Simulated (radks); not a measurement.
The numbers below are computed, except where a source is named.
Pt14+, configuration [Kr] 4d10 4f14 5s2 5p2. Code: a radial shooting solver on a logarithmic mesh with Libxc functionals. Model: Dirac Kohn-Sham, exchange-only PBE, spin-unpolarised, spherical densities, finite nucleus; open shells fill j = l - 1/2 first; Fermi nuclear charge, rms radius 5.427 fm.

Unscreened Slater integrals over Kohn-Sham orbitals (eV). Large and small components are both included. Empty in this configuration: 5p3/2.

\begin{tabular}{lr}
integral & value \\ \hline
F0(5p1/2,5p1/2) & 26.277 \\
F0(5p1/2,4f7/2) & 31.582 \\
G4(5p1/2,4f7/2) & 3.7907 \\
F0(5p1/2,4f5/2) & 31.652 \\
G2(5p1/2,4f5/2) & 4.3521 \\
F0(5p1/2,5s1/2) & 26.891 \\
G1(5p1/2,5s1/2) & 18.721 \\
F0(5p1/2,5p3/2) & 25.420 \\
G2(5p1/2,5p3/2) & 13.534 \\
F0(4f7/2,4f7/2) & 49.556 \\
F2(4f7/2,4f7/2) & 24.809 \\
F4(4f7/2,4f7/2) & 15.840 \\
F6(4f7/2,4f7/2) & 11.477 \\
F0(4f7/2,4f5/2) & 49.852 \\
F2(4f7/2,4f5/2) & 24.941 \\
F4(4f7/2,4f5/2) & 15.921 \\
G2(4f7/2,4f5/2) & 24.817 \\
G4(4f7/2,4f5/2) & 15.845 \\
G6(4f7/2,4f5/2) & 11.481 \\
F0(4f7/2,5s1/2) & 32.793 \\
G3(4f7/2,5s1/2) & 4.6099 \\
F0(4f7/2,5p3/2) & 29.992 \\
F2(4f7/2,5p3/2) & 9.8821 \\
G2(4f7/2,5p3/2) & 3.6073 \\
G4(4f7/2,5p3/2) & 3.1666 \\
F0(4f5/2,4f5/2) & 50.154 \\
F2(4f5/2,4f5/2) & 25.080 \\
F4(4f5/2,4f5/2) & 16.007 \\
F0(4f5/2,5s1/2) & 32.870 \\
G3(4f5/2,5s1/2) & 4.5115 \\
F0(4f5/2,5p3/2) & 30.053 \\
F2(4f5/2,5p3/2) & 9.7939 \\
G2(4f5/2,5p3/2) & 3.5232 \\
G4(4f5/2,5p3/2) & 3.1029 \\
F0(5s1/2,5s1/2) & 27.567 \\
F0(5s1/2,5p3/2) & 25.954 \\
G1(5s1/2,5p3/2) & 17.277 \\
F0(5p3/2,5p3/2) & 24.677 \\
F2(5p3/2,5p3/2) & 13.450 \\
\end{tabular}
